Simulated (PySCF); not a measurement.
Species: C8H8O2.
Structure used (PBE0-D3(BJ)/def2-SVP), in Å, numbered top down from 1:
```xyz
18
C8H8O2 angstrom
C      3.2445    0.3965    0.4913
C      1.9149   -0.1373    0.0513
O      1.7354   -1.1473   -0.5653
O      0.9225    0.6860    0.4729
C     -0.4075    0.4091    0.2337
C     -0.9606   -0.8614    0.3893
C     -2.3295   -1.0278    0.1886
C     -3.1381    0.0530   -0.1596
C     -2.5705    1.3177   -0.3077
C     -1.2039    1.4985   -0.1131
H      3.3700    0.1966    1.5668
H      4.0418   -0.1106   -0.0634
H      3.2964    1.4840    0.3497
H     -0.3292   -1.7089    0.6514
H     -2.7672   -2.0219    0.3073
H     -4.2096   -0.0904   -0.3150
H     -3.1945    2.1727   -0.5784
H     -0.7357    2.4787   -0.2207
```

Level of theory: TDDFT wB97X-D/def2-SVPD, vertical, gas phase, core orbitals frozen in the response (PySCF).

Transition dipole moments from the ground state, in atomic units and in the frame of the coordinates above (overall signs are arbitrary), for the states with f of 0.002 or more among the lowest 7:

| state | E (hartree) | μx | μy | μz |
| --- | --- | --- | --- | --- |
| S1 | 0.1980 | -0.002 | -0.124 | 0.032 |
| S2 | 0.2135 | -0.074 | 0.156 | -0.100 |
| S3 | 0.2187 | 0.853 | -0.054 | -0.022 |
| S4 | 0.2475 | 1.469 | 0.371 | -0.006 |
| S5 | 0.2556 | 0.824 | -1.409 | 0.400 |
| S6 | 0.2684 | 0.985 | 0.331 | 0.165 |
| S7 | 0.2722 | -0.552 | -0.322 | 0.030 |

Q: What oscillator strength does each state have?

A: f = (2/3) ΔE |μ|² with ΔE in hartree (27.2114 eV).

```tsv
state	|μ|² (au)	|μ| (D)	f
S1	0.016	0.33	0.002
S2	0.040	0.51	0.006
S3	0.731	2.17	0.107
S4	2.297	3.85	0.379
S5	2.823	4.27	0.481
S6	1.107	2.67	0.198
S7	0.409	1.63	0.074
```

Q: Which bond between heavy atoms lies closest to the direction of the S5 transition dipole?

A: C5–C10 and C7–C8, at 6° from it; next C2–O4 at 37°.

Q: What angle do the transition dipoles of S5 and S7 make?

A: |cos θ| = |μa·μb| / (|μa| |μb|) = 0.01, so θ ≈ 89° (taken between 0 and 90°, since the signs are arbitrary).

Q: How is the summed strength of these states shared among x, y and z?

A: (2/3) Σ ΔE μα² gives 0.808 for x, 0.405 for y and 0.034 for z, 1.247 in all.

Q: What peak molar absorption coefficient would the strongest computed level give as a lone Gaussian band 0.4 eV wide at half height?

A: ε(max) = 2.175×10⁸ f / FWHM, with the width in cm⁻¹. S5: 2.175×10⁸ × 0.4810 / 3226 ≈ 32000 L mol⁻¹ cm⁻¹.

The vertical ionisation energy (ΔSCF) is 8.95 eV, 1.54 eV above S7.

The run took 3.8 min wall on one thread, Arm Neoverse V1, no GPU, shared host.

One conformer stands for the species.
